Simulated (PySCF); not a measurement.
# Ionisation energy of Pb³⁷⁺ by level of theory

Pb³⁷⁺ [Kr] 4d9 (2D) → Pb³⁸⁺ [Kr] 4d8 (3F), as a difference of total energies. All numbers are calculated (PySCF 2.14, scalar relativity by spin-free X2C-1e, in an uncontracted even-tempered set (19 s from 3.5 bohr⁻², ratio 2.5; 14 p from 4.6 bohr⁻², ratio 2.5; 9 d from 4.6 bohr⁻², ratio 2.5; 4 f from 24 bohr⁻², ratio 2.7; 3 g from 36 bohr⁻², ratio 2.7)). The calculations carry no spin-orbit coupling.

```tsv
method	ionisation energy (eV)
UHF	1771.4
TPSS	1772.3
M06	1773.4
```

Spin-orbit coupling is strong in these open shells (close to jj coupling). The scalar numbers leave it out and a first-order estimate fails, so it can dominate the gap to the real levels.

Breit and QED terms and the two-electron picture change are absent.

For comparison: 1760 ± 4 eV (theoretical estimate listed by NIST; NIST Atomic Spectra Database, ionization energies).
